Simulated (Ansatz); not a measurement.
Ansatz (a program for electronic structure) input (wB97M-V/def2-TZVPD):

Ansatz 0.2 input:
```yaml
crystal:
  periodic: [false, false, false]
  atoms:
    - {symbol: Si, position_ang: [-1.47749156, -0.02174932, 0.02193659]}
    - {symbol: Br, position_ang: [0.75739477, 0.01114918, -0.01124518]}
    - {symbol: H, position_ang: [-1.96323663, 1.36899130, -0.06224839]}
    - {symbol: H, position_ang: [-1.94715450, -0.80649584, -1.13598588]}
    - {symbol: H, position_ang: [-1.91354387, -0.64822630, 1.28470332]}
basis:
  gaussian:
    orbitals: def2-TZVPD
hamiltonian:
  xc: {name: wB97M-V}
magnetization: {spin_polarized: true, initial_magnetization: 2}
```

End of the output:

```
integrals: 0.11 GiB planned
251 factors; integrals over basis functions are off by at most 3.7e-5 eV
0.22 GiB of the device are held for the grids
1.50 GiB of device memory are held for the factors and their scratch space
mean field: 0.99 GiB planned
mean field evaluation 1: about -77962.0638 eV, gradient 9.0e0 eV
mean field evaluation 2: about -77962.4468 eV, gradient 6.4e0 eV
mean field evaluation 4: about -77962.6271 eV, gradient 5.9e-1 eV
mean field evaluation 8: about -77962.6457 eV, gradient 7.0e-2 eV
mean field evaluation 16: about -77962.8352 eV, gradient 2.1e-3 eV
mean field evaluation 32: about -77962.8352 eV, gradient 7.2e-6 eV
mean field evaluation 64: about -77961.9897 eV, gradient 4.4e0 eV
mean field -77962.83518065 eV, -2865.0813477814 hartree, gradient 2.9e-6 eV, S^2 2.005146; 9 other end points of the search recorded, 0 dependent functions left out
reference -77962.83524007 eV, -2865.0813499650 hartree; 27, 25 occupied and 100, 102 virtual orbitals, 886 factors
Total energy: -77962.83524007 eV, -2865.0813499650 hartree
```

This state (charge 0, triplet) is run at the relaxed geometry of the species with charge 0 and multiplicity 1, and is a spin state other than that species' own.
